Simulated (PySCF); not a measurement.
Job for PySCF: R-HF/STO-3G on CH7BN2 (SMILES CB(N)N), a point of a torsion scan.

```python
from pyscf import gto, scf, dft, mp
from pyscf.data.elements import chemcore

mol = gto.M(
    atom='''
    C    -1.19116217   -0.75460373    0.04536384
    B    -0.14632357    0.34930620   -0.43401773
    N     0.51203829    1.16660124    0.49898853
    N     0.12178011    0.50973359   -1.80399754
    H    -1.30791535   -0.77676078    1.12575031
    H    -0.88449729   -1.75004494   -0.26920688
    H    -2.17510818   -0.57874695   -0.38465234
    H     1.17734427    1.87516253    0.24500424
    H     0.36353284    1.10140719    1.48870365
    H    -0.31652276   -0.04377235   -2.51631078
    H     0.76853677    1.18552560   -2.16965524
    ''',
    basis='sto-3g',
    charge=0, spin=0, verbose=3, max_memory=1800)
mf = scf.RHF(mol)
mf.conv_tol = 1e-8
mf.max_cycle = 100
mf.kernel()
if not mf.converged:
    mf = mf.newton().run(mf.mo_coeff, mf.mo_occ)
```

Program output:

```
converged SCF energy = -173.426798896439
```

Self-consistency was reached.

Cost: around 0.3 core-seconds (rough).
